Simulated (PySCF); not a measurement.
PySCF 2.14 output of an unrestricted PW91 calculation on a single atom or ion in def2-QZVPPD with the def2 core potential (60 electrons), with scalar relativity through the core potential:

```
SCF conv_tol = 1e-09
number electrons alpha = 10  beta = 8
    J. P. Perdew. In P. Ziesche and H. Eschrig, editors, Proceedings of the 75. WE-Heraeus-Seminar and 21st Annual International Symposium on Electronic Structure of Solids, 11. Berlin, 1991. Akademie Verlag.
    J. P. Perdew, J. A. Chevary, S. H. Vosko, K. A. Jackson, M. R. Pederson, D. J. Singh, and C. Fiolhais.,  Phys. Rev. B 46, 6671 (1992)
    J. P. Perdew, J. A. Chevary, S. H. Vosko, K. A. Jackson, M. R. Pederson, D. J. Singh, and C. Fiolhais.,  Phys. Rev. B 48, 4978 (1993)
    J. P. Perdew. In P. Ziesche and H. Eschrig, editors, Proceedings of the 75. WE-Heraeus-Seminar and 21st Annual International Symposium on Electronic Structure of Solids, 11. Berlin, 1991. Akademie Verlag.
    J. P. Perdew, J. A. Chevary, S. H. Vosko, K. A. Jackson, M. R. Pederson, D. J. Singh, and C. Fiolhais.,  Phys. Rev. B 46, 6671 (1992)
    J. P. Perdew, J. A. Chevary, S. H. Vosko, K. A. Jackson, M. R. Pederson, D. J. Singh, and C. Fiolhais.,  Phys. Rev. B 48, 4978 (1993)
cycle= 1 E= -119.17739880313  delta_E= -0.0144  |g|= 0.0813  |ddm|= 0.38
cycle= 2 E= -119.175588651623  delta_E= 0.00181  |g|= 0.109  |ddm|= 0.13
cycle= 3 E= -119.179861392673  delta_E= -0.00427  |g|= 0.0061  |ddm|= 0.0665
cycle= 4 E= -119.179871342885  delta_E= -9.95e-06  |g|= 0.000418  |ddm|= 0.00583
cycle= 5 E= -119.179871403105  delta_E= -6.02e-08  |g|= 0.000197  |ddm|= 0.000498
cycle= 6 E= -119.179871421248  delta_E= -1.81e-08  |g|= 6.69e-06  |ddm|= 0.000213
cycle= 7 E= -119.179871421281  delta_E= -3.3e-11  |g|= 4.68e-07  |ddm|= 1.07e-05
converged SCF energy = -119.179871421281  <S^2> = 2.0006087  2S+1 = 3.0004057
```

The run itself started from symmetry-adapted Hartree-Fock orbitals and held the occupation by maximum overlap, on a logarithmic radial grid, so the iterations belong to that start.

Question: Which element, charge and spin multiplicity is this?

Answer: Pt (platinum, neutral), multiplicity 3; the state was [Xe] 4f14 5d9 6p1, one real determinant (an excited configuration).

⟨L²⟩ = 8.10 against 12 for a pure F term, so this real determinant mixes terms. Energies and moments cover only the electrons outside the core potential. Spin-orbit coupling, absent here, splits the open shell strongly.
